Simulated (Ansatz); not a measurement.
Start from `SBS` and change one atom or group to get `[SiH3]OB(S)S`.

Ansatz, PBE0-D4/def2-TZVP geometries, multiplicity 1. Each molecule was computed in one conformer, which needn't be the lowest.

```csv
property,`SBS`
size of the dipole moment (PBE/def2-TZVPP) / D,0.75
HOMO–LUMO gap (ωB97M-V/def2-TZVPP) / eV,10.73
size of the dipole moment (B3LYP/def2-TZVPP) / D,0.75
HOMO–LUMO gap (PBE/def2-TZVPP) / eV,4.60
HOMO–LUMO gap (PBE0/def2-TZVPP) / eV,6.64
HOMO–LUMO gap (B3LYP/def2-TZVPP) / eV,6.23
```

Task: Give the same properties after the change, and the shifts. (Best estimate.)

Result: Ansatz gave: 
| property | `[SiH3]OB(S)S` | shift |
| --- | --- | --- |
| size of the dipole moment (PBE/def2-TZVPP) / D | 0.92 | 0.17 |
| HOMO–LUMO gap (ωB97M-V/def2-TZVPP) / eV | 11.02 | 0.29 |
| size of the dipole moment (B3LYP/def2-TZVPP) / D | 0.92 | 0.17 |
| HOMO–LUMO gap (PBE/def2-TZVPP) / eV | 5.09 | 0.49 |
| HOMO–LUMO gap (PBE0/def2-TZVPP) / eV | 7.17 | 0.53 |
| HOMO–LUMO gap (B3LYP/def2-TZVPP) / eV | 6.68 | 0.45 |

With PBE0 the HOMO rises by 0.15 eV and the LUMO rises by 0.68 eV, so the gap widens by about 0.53 eV. PBE moves the HOMO by 0.20 eV and ωB97M-V by 0.11 eV. Dipoles are sizes alone; their direction can turn.

B3LYP here is the variant with VWN-RPA as its local correlation; programs differ in this.
